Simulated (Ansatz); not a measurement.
`[SiH3]C1=C(Cl)B1` + `O[SiH](F)F` → `F[SiH](F)O[SiH3]` + `ClC1=CB1`  (ligand exchange at the Si–C bond)

Computed with Ansatz on PBE0-D4/def2-TZVP structures; ΔE is electronic, products minus reactants. CBS: MP2 limit from def2 TZ/QZ plus the TZ coupled-cluster correction, frozen cores. DFT in def2-TZVPP. One conformer a species, not always the lowest.

`[SiH3]C1=C(Cl)B1`:

Z-matrix (Å, degrees):
```
Si
C 1 1.852
H 1 1.484 2 108.3
H 1 1.484 2 108.3 3 118.6
H 1 1.484 2 111.3 3 -120.7
C 2 1.347 1 143.7 3 120.6
B 2 1.492 1 154.9 3 -59.4
Cl 6 1.689 2 138.0 1 0.0
H 7 1.181 2 150.4 1 0.0
```

`O[SiH](F)F`:

Cartesian coordinates in Å:
```
O -0.750 -0.980 -0.313
Si 0.090 0.275 0.257
F 0.034 1.504 -0.741
F 1.626 -0.083 0.403
H -0.535 -1.371 -1.161
H -0.464 0.655 1.556
```

`F[SiH](F)O[SiH3]`:

Z-matrix (Å, degrees):
```
Si
F 1 1.582
O 1 1.599 2 110.0
F 1 1.582 2 106.6 3 119.3
H 1 1.464 2 109.5 3 -122.4
Si 3 1.645 1 153.2 2 58.6
H 6 1.483 3 109.5 1 60.1
H 6 1.483 3 109.5 1 -60.5
H 6 1.481 3 107.6 1 179.8
```

`ClC1=CB1`:

Cartesian coordinates in Å:
```
Cl -2.043 0.411 1.111
C -0.627 0.060 0.260
C 0.673 0.383 0.267
B 0.212 -0.571 -0.761
H 1.378 0.998 0.809
H 0.407 -1.280 -1.686
```

```tsv
level	ΔE (kcal/mol)
LDA (SPW92)	-16.6
CAM-B3LYP	-21.6
```

Task: What does CCSD(T)/CBS give? (An estimate is asked.)

Result: Ansatz gave: -20.1 kcal/mol. The listed levels differ from it by 3.5, -1.5 kcal/mol.

Task: What do rigid-rotor, harmonic-oscillator terms from PBE0-D4/def2-TZVP frequencies (298.15 K, 1 bar) make of the CCSD(T)/CBS value? (Estimate.)

Result: Computed: ΔZPE = +0.4 kcal/mol, ΔH = -19.7 kcal/mol, ΔS = 11 J/(mol·K), ΔG = -20.5 kcal/mol. Modes under 50 cm⁻¹ make the entropy rough.

Largest T1 diagnostic among the species: 0.012.

From PBE to PBE0 (25 % exact exchange), in def2-TZVPP and without D4, ΔE moves by −1.6 kcal/mol. Leaving LDA and LC-ωPBE aside and taking each functional with its dispersion term where it has one, the values, not all of them listed here, spread over 6.4 kcal/mol, from BHLYP-D4 to revPBE-D4.
